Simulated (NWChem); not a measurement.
System: CH4BI; SMILES CBI

Results from NWChem. Structure relaxed at the PBE0/def2-SVP level. def2 effective core potentials on I; no spin-orbit coupling. Ions are spin-unrestricted doublets at the neutral geometry; other ion states weren't tried.

Problem. Predict the results for BHandHLYP/def2-SVPD. Quantities: vertical ionisation energy, ΔSCF (eV); −ε(HOMO) (eV).

Solution. 
```json
{
 "vertical ionisation energy, ΔSCF (eV)": "9.63",
 "−ε(HOMO) (eV)": "8.34"
}
```
